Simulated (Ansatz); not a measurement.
Sn26H33⁺, a nanocrystal with a defect cut from the lattice of tin (one cap removed), relaxed as a singlet with RKS r2SCAN-D4/def2-SVP in Ansatz, starting from a model built from a lattice or polyhedron. Force threshold 0.03 eV/Å.

In the def2 sets Sn takes a core potential; there is no spin–orbit coupling. Single mean-field runs in def2-SVP are fitted with def2-universal-jkfit.

Start:

```xyz
59

Sn    0.884    0.176   -5.304
Sn   -2.738    2.507   -3.723
Sn    4.518   -0.563   -2.612
Sn    4.541    1.008    1.707
Sn   -2.710    4.096    0.599
Sn    0.922    3.340    3.321
Sn    0.911    1.768   -1.009
Sn   -1.860   -1.739   -2.166
Sn    1.811   -2.444    0.510
Sn   -1.833   -0.147    2.145
Sn   -5.441    0.594   -0.523
Sn    1.798   -0.914    4.881
Sn   -0.925   -4.371    3.688
Sn    2.511    1.276   -3.260
Sn   -1.111    3.591   -1.661
Sn   -0.258   -2.215   -4.419
Sn   -3.887    0.091   -2.812
Sn    2.494    2.852    1.038
Sn    3.394   -2.981   -1.714
Sn    3.406   -1.381    2.591
Sn   -1.117    5.176    2.657
Sn   -3.868    1.691    1.479
Sn   -0.244    0.952    4.210
Sn   -0.262   -0.645   -0.108
Sn    0.625   -4.875    1.420
Sn   -2.978   -2.537    3.057
H     1.874   -0.128   -6.702
H    -0.327    1.321   -5.704
H    -3.977    3.625   -4.091
H    -1.758    2.195   -5.093
H     5.495   -0.869   -3.977
H     5.485    0.130   -1.340
H     5.515    1.698    2.965
H     5.523    0.701    0.318
H    -3.962    5.184    0.193
H     1.911    4.021    4.576
H    -2.544   -3.197   -1.588
H    -6.700    1.704   -0.962
H    -6.168   -0.864   -0.007
H     2.798   -0.239    6.109
H     1.118   -2.335    5.433
H    -0.008   -3.713    4.966
H    -1.667   -5.831    4.228
H     3.204    2.734   -3.816
H    -0.425    5.063   -2.205
H    -1.234   -2.863   -5.680
H     1.002   -3.320   -4.013
H    -4.850   -0.568   -4.050
H     3.219    4.315    0.512
H     4.613   -4.070   -1.300
H     2.404   -3.616   -2.952
H     4.639   -2.520    2.973
H    -0.415    6.672    2.106
H    -2.095    5.469    4.039
H    -4.836    1.977    2.865
H    -0.369   -5.547    0.190
H     1.882   -5.986    1.829
H    -3.959   -3.215    1.786
H    -3.969   -2.231    4.405
```

Q: Estimate the energy that the relaxation releases and the steps that it takes.

A: 19.5 kcal/mol, in 8 steps; 42 s on 11 threads of AMD EPYC 7R13 on a shared host and a whole NVIDIA H100 80GB HBM3. No frequencies were taken in this run, so the end may be a saddle point.

Q: Does the start keep its bonding?

A: By distances, no bond broke or formed. The bond that changes most is Sn10–Sn24, from 2.79 to 2.88 Å (atoms count from 1).

Q: Predict the relaxed structure.

A: 
Cartesian coordinates in Å:
```
Sn 0.9904 0.0267 -5.3652
Sn -2.9139 2.5774 -3.6124
Sn 4.6129 -0.6140 -2.7274
Sn 4.5940 1.1073 1.9000
Sn -2.6552 4.1366 0.5960
Sn 0.9188 3.4066 3.2031
Sn 0.9682 1.8193 -1.0814
Sn -1.8678 -1.6417 -2.0950
Sn 1.8536 -2.4780 0.5596
Sn -2.0056 -0.2079 2.0433
Sn -5.5863 0.6177 -0.4795
Sn 1.9158 -0.7758 4.8869
Sn -1.0794 -4.5743 3.5197
Sn 2.5435 1.1746 -3.3340
Sn -1.1298 3.5989 -1.7013
Sn -0.4274 -2.1993 -4.4446
Sn -3.9561 0.1407 -2.7027
Sn 2.5895 2.8467 0.9752
Sn 3.6199 -2.9604 -1.5798
Sn 3.4537 -1.3648 2.5910
Sn -1.1363 5.2378 2.6711
Sn -3.9214 1.7797 1.4528
Sn -0.0687 0.8374 3.7366
Sn -0.1323 -0.5842 -0.1122
Sn 0.6599 -4.8949 1.3611
Sn -3.0411 -2.6763 2.9252
H 2.0563 -0.4768 -6.6156
H -0.1015 1.1835 -6.0097
H -4.1951 3.7128 -3.7666
H -2.1484 2.4060 -5.1394
H 5.4254 -1.0026 -4.1908
H 5.7419 0.0974 -1.6470
H 5.2882 1.8037 3.3112
H 5.8187 0.9062 0.7155
H -3.9132 5.2421 0.1784
H 1.9068 3.8022 4.5613
H -2.5293 -3.0903 -1.4220
H -6.8772 1.6825 -0.8622
H -6.2254 -0.8474 0.1486
H 2.7871 0.1843 6.0129
H 1.2388 -2.1383 5.6740
H -0.2092 -4.0207 4.8928
H -1.8636 -6.0476 3.9206
H 3.2202 2.6635 -3.8832
H -0.4151 5.0773 -2.2310
H -1.5860 -2.6885 -5.6164
H 0.6466 -3.5090 -4.1588
H -4.8733 -0.5922 -3.9658
H 3.2759 4.3746 0.5522
H 4.8972 -3.9100 -0.9271
H 2.7855 -3.9091 -2.7440
H 4.6780 -2.4630 3.1151
H -0.4135 6.7271 2.2173
H -2.0610 5.4657 4.0993
H -4.7415 2.0485 2.9473
H -0.2187 -5.4871 0.0085
H 1.9059 -6.0181 1.7306
H -4.0521 -3.2024 1.6388
H -4.0469 -2.3100 4.2693
```
Bond lengths (bridged metal pairs left out): 35 × Sn–Sn 2.78 to 2.88 Å; 33 × H–Sn 1.71 to 1.73 Å.
